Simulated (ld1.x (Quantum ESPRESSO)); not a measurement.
Ranking ultrasoft potentials for oxygen

All share these settings but for the change named:

* Element: O
* Generator: ld1.x (Quantum ESPRESSO) 7.5
* Type: ultrasoft
* Functional: PW91
* Relativity: scalar-relativistic
* Frozen core: [He]
* Valence charge: 6
* Reference configuration: 2s2 2p4
* Partial waves: 2s (bound): rcut 0.85, rcutus 1.05 bohr; 2s channel at -1.15 Ry: rcut 0.85, rcutus 1.05 bohr; 2p (bound): rcut 1.05, rcutus 1.40 bohr; 2p channel at 0.35 Ry: rcut 1.05, rcutus 1.40 bohr; 3d channel at -0.05 Ry: rcut 0.95, rcutus 1.05 bohr
* Local potential: all-electron potential smoothed inside 0.95 bohr (lloc = -1)
* Core correction: a·sin(br)/r model core inside 1.10 bohr
* Augmentation charge: PSQ, radius 0.70 bohr

Test errors are all-electron minus pseudo excitation energies from the reference, over 2s2 2p3; 2s2 2p2; 2s2 2p1; 2s2 2p4.3; 2s2 2p0; 2s0 2p6; 2s1 2p5. None of these files shows a bound ghost.

The base gives 412.6 meV.

Of 10 variants that were run, those that failed, showed a ghost or another fault, or gave nearly equal values are left out.

A variant can come out equal or close to the base, since the largest error may sit in a test that the change hardly touches while other tests move.

Task: Rank these variants by their largest absolute test error, smallest first.
A. all radii but the core radius scaled by about 0.80 (s 0.84, p 1.12, d 0.84 bohr, rcut 0.68/0.84/0.76); local potential all-electron potential smoothed inside 0.76 bohr (lloc = -1); augmentation PSQ, radius 0.56 bohr
B. all radii but the core radius scaled by about 0.88 (s 0.92, p 1.24, d 0.92 bohr, rcut 0.76/0.92/0.84); local potential all-electron potential smoothed inside 0.84 bohr (lloc = -1); augmentation PSQ, radius 0.62 bohr
C. all radii but the core radius scaled by about 0.75 (s 0.78, p 1.06, d 0.78 bohr, rcut 0.64/0.78/0.72); local potential all-electron potential smoothed inside 0.72 bohr (lloc = -1); augmentation PSQ, radius 0.52 bohr
D. all radii but the core radius scaled by about 0.95 (s 1.00, p 1.32, d 1.00 bohr, rcut 0.80/1.00/0.90); local potential all-electron potential smoothed inside 0.90 bohr (lloc = -1); augmentation PSQ, radius 0.66 bohr

Result: D (448.4 meV), B (533.0 meV), A (767.5 meV), C (878.0 meV).
